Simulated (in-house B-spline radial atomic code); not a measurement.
## Hg2+: 1s1 2s2 2p6 3s2 3p6 3d10 4s2 4p6 4d10 4f14 5s2 5p6 5d10 6s1 (with a hole in an inner shell)

All numbers are computed (Dirac-Kohn-Sham LDA VWN5, spherical fractional occupations; Fermi nucleus of rms radius 5.4648 fm) with a radial B-spline atomic code at the basis-set limit, not measured.

Screening seen three ways: the hydrogenic charge with the same mean radius, Z_r = [3n² - l(l+1)]/(2<r>), the one with the same energy, Z_e = n√(-2ε), and Slater's rules. Values are occupation-weighted means over j. An effective charge above Z reflects the relativistic contraction of the inner shells.

```tsv
shell	electrons	ε (eV)	<r> (bohr)	Z_r	Z_e	Slater
1s	1	-84171	0.01653	90.76	78.65	80.00
2s	2	-15063	0.06861	87.45	66.55	76.70
2p	6	-13210	0.06189	80.79	62.32	76.70
3s	2	-3611.2	0.1781	75.80	48.88	69.75
3p	6	-3060	0.1784	70.06	44.99	69.75
3d	10	-2402.8	0.1624	64.64	39.87	59.85
4s	2	-818.24	0.3938	60.95	31.02	53.25
4p	6	-633.13	0.4167	55.19	27.29	53.25
4d	10	-392.49	0.4401	47.72	21.48	41.85
5s	2	-147.24	0.8817	42.53	16.45	23.35
4f	14	-132.44	0.4679	38.47	12.48	30.45
5p	6	-95.443	1.004	36.34	13.24	23.35
5d	10	-33.512	1.364	25.29	7.85	9.85
6s	1	-25.599	2.275	23.74	8.23	5.70
```

The least bound orbital is 6s1/2 at -25.6 eV, and it is also the most diffuse (<r> = 2.275 bohr). The part-filled 1s shell lies below the filled 5d shell in orbital energy.

Spin-orbit splittings of the orbital energies (j = l + 1/2 above j = l - 1/2 when positive): 2p 2027 eV, 3p 450.3 eV, 3d 98.06 eV, 4p 109.7 eV, 4d 20.86 eV, 4f 4.614 eV, 5p 20.06 eV, 5d 2.275 eV.

For the 1s electron the small component carries 9.3 % of the norm, the zero-frequency Breit interaction raises the level by 218.3 eV, self-energy by 204.3 eV, and vacuum polarisation lowers it by 42.32 eV.
